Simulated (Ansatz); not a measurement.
# Ligand exchange: CHCl2F + C2H9FSi2 → CHClF2 + C2H9ClSi2

Species: CHCl2F (dichlorofluoromethane) `FC(Cl)Cl`, singlet; C2H9FSi2 `CC[SiH](F)[SiH3]`, singlet; CHClF2 (difluorochloromethane) `FC(F)Cl`, singlet; C2H9ClSi2 `CC[SiH]([SiH3])Cl`, singlet. The partners trade Cl for F: C–Cl and Si–F bonds give way to C–F and Si–Cl.

Shapes, held fixed at every level: PBE0-D4/def2-TZVP. Flexible molecules stand in one conformer, not always the lowest. Programs: Ansatz 0.2.0. Electronic energies: no zero-point or thermal term.

```tsv
level	kind	ΔE (kJ/mol)	less CCSD(T)/CBS estimate
PBE-D4/def2-TZVPP	GGA	+2.9	-8.4
r2SCAN-D4/def2-TZVPP	meta-GGA	+3.1	-8.2
PBE0-D4/def2-TZVPP	global hybrid	-0.8	-12.1
wB97M-V/def2-TZVPP	range-separated hybrid	+4.2	-7.1
wB97X-V/def2-TZVPP	range-separated hybrid	+3.7	-7.6
B2PLYP/def2-TZVPP	double hybrid	+10.4	-0.9
CCSD(T)/def2-TZVPP	coupled cluster or CI	+6.9	-4.4
CCSD(T)/CBS estimate	coupled cluster or CI	+11.3	0.0
```

The highest level, CCSD(T)/CBS estimate, gives ΔE = +11.3 kJ/mol; the levels span -0.8 to +11.3. They disagree on the sign: 7 of 8 are positive. The column of differences is taken from that level and isn't an error. No measured value is set beside it here. The CBS estimate extrapolates MP2 from def2-TZVPP and def2-QZVPP and adds CCSD(T) − MP2 in the triple-zeta set, cores frozen.
